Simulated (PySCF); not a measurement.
C₆ coefficients of unlike pairs at PBE0

Calculated with PySCF 2.14 from the dipole response of each species, C₆(A,B) = (3/π) ∫ α_A(iu) α_B(iu) du, in atomic units, from isotropic polarisabilities. For ions this is the dispersion term alone; charge-induced terms of lower order in 1/R come first.

```
species           configuration                                        basis      relativity  α (bohr³)  C₆ (like pair)
     Sb  [Kr] 4d10 5s2 5p3 (4S)  aug-cc-pwCVTZ-PP with ECP28MDF (8s7p6d4f1g)  core potential      45.66           503.3
     Ru       [Kr] 4d7 5s1 (5F)    aug-cc-pwCVDZ-PP with ECP28MDF (6s6p5d3f)  core potential      60.68           535.7
    F²⁺       [He] 2s2 2p3 (4S)                       dyall-av3z (15s9p3d2f)   spin-free X2C      1.241           1.566
      B       [He] 2s2 2p1 (2P)                      aug-cc-pVDZ-DK (4s3p2d)   spin-free X2C      21.81           106.6
```

Q: Estimate C₆ for B with Sb.

A: The integral gives 230.8. The combination rule 2 C_A C_B / (C_A α_B/α_A + C_B α_A/α_B) gives 231.4 and the geometric mean 231.6.

No spin-orbit coupling is included.

The other pairs:

```
   pair     C₆
  B, Ru  235.0
F²⁺, Sb  23.08
 Ru, Sb  510.1
F²⁺, Ru  22.27
 B, F²⁺  9.989
```
